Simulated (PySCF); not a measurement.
Compound: [WSCl4]- (charge -1 and doublet state).
Bonds: W1–S2, W1–Cl3, W1–Cl4, W1–Cl5, W1–Cl6.

Computed by this run: PBE0-D3(BJ)/def2-SVP geometry optimisation, gas phase, def2 core potentials past Kr (PySCF 2.14.0); unrestricted, density fitting, grid level 1; the optimiser is geomeTRIC in internal coordinates, started from a GFN2-xTB structure with every atom displaced at random (about 0.03 Å).

At the end of the run (lengths in Å): W1–Cl3 2.359, W1–Cl6 2.359, W1–Cl4 2.358, W1–Cl5 2.359, W1–S2 2.118, S2–W1–Cl3 106.8°, Cl3–W1–Cl5 146.5°, Cl3–W1–Cl4 85.2°, Cl4–W1–Cl6 146.3°.

Problem. These geometries were met on the way; a selection of coordinates is given. Order them by energy above the end point, lowest first.
A. W1–Cl3 2.356, W1–Cl6 2.355, W1–Cl4 2.376, W1–Cl5 2.365, W1–S2 2.110, S2–W1–Cl3 104.0°, Cl3–W1–Cl5 145.9°, Cl3–W1–Cl4 85.5°, Cl4–W1–Cl6 143.9°
B. W1–Cl3 2.237, W1–Cl6 2.259, W1–Cl4 2.423, W1–Cl5 2.419, W1–S2 2.168, S2–W1–Cl3 112.0°, Cl3–W1–Cl5 141.3°, Cl3–W1–Cl4 81.4°, Cl4–W1–Cl6 142.8°
C. W1–Cl3 2.362, W1–Cl6 2.359, W1–Cl4 2.355, W1–Cl5 2.360, W1–S2 2.120, S2–W1–Cl3 107.2°, Cl3–W1–Cl5 145.5°, Cl3–W1–Cl4 85.2°, Cl4–W1–Cl6 145.2°

Solution. C (0.003 eV), A (0.021 eV), B (0.317 eV).

```
step  E above end (eV)  rms distance from the end, all atoms (Å)  largest force (eV/Å)  rms shift of all bonds from the end (Å)
   2             0.003                                     0.013                 0.124                                    0.003
   1             0.021                                     0.047                 0.640                                    0.009
   0             0.317                                     0.085                 3.753                                    0.084
```

Rows stand in the order of the answer.
